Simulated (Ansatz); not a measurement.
This geometry of C$_{2}$H$_{9}$NSiTe (14 atoms, charge 0, multiplicity 1) is a first-order saddle point.

These are results of RKS BLYP-D4/def2-SVP (Ansatz), not measurements.

```xyz
14
Properties=species:S:1:pos:R:3
C -0.871 0.778 0.821
C 0.149 0.206 -0.175
N 1.461 0.902 -0.116
Si 0.524 -1.658 0.079
Te -0.669 0.433 -2.301
H -1.079 1.849 0.616
H -0.462 0.696 1.855
H -1.830 0.226 0.803
H 1.625 1.522 -0.919
H 1.476 1.514 0.712
H 1.518 -2.124 -0.935
H -0.729 -2.485 -0.020
H 1.096 -1.837 1.461
H -2.221 -0.049 -1.851
```

Problem. Which two structures does it join? (They come from a converged band through this point; their orientation in space is the band's.)

Solution. No bond is made or broken. The dihedral Te5–C2–N3–H9 goes from 78 to -62°.

First end point:

```xyz
14
Properties=species:S:1:pos:R:3
C -0.950 0.833 0.664
C 0.164 0.223 -0.203
N 1.405 0.984 -0.258
Si 0.541 -1.609 0.222
Te -0.504 0.186 -2.394
H -1.184 1.870 0.343
H -0.611 0.873 1.724
H -1.889 0.245 0.629
H 1.221 1.995 -0.334
H 1.975 0.837 0.587
H 1.551 -2.187 -0.716
H -0.728 -2.403 0.199
H 1.107 -1.651 1.623
H -2.110 -0.225 -2.056
```

Last end point:

```xyz
14
Properties=species:S:1:pos:R:3
C -0.859 0.843 0.881
C 0.178 0.259 -0.081
N 1.389 1.003 -0.049
Si 0.509 -1.612 0.162
Te -0.791 0.361 -2.287
H -1.071 1.907 0.646
H -0.467 0.790 1.920
H -1.817 0.292 0.836
H 2.128 0.661 -0.672
H 1.267 2.016 -0.177
H 1.585 -2.039 -0.789
H -0.748 -2.389 -0.069
H 0.985 -1.857 1.570
H -2.302 -0.266 -1.864
```

Problem. How far does it lie above each of them?

Solution. 18.6 kJ/mol above the first and 34.3 kJ/mol above the second. This is the barrier of this one path; another mechanism may lie lower.

Run time: 3.8 min on 2 threads of Arm Neoverse N1 (shared host), peak memory 0.19 GiB.
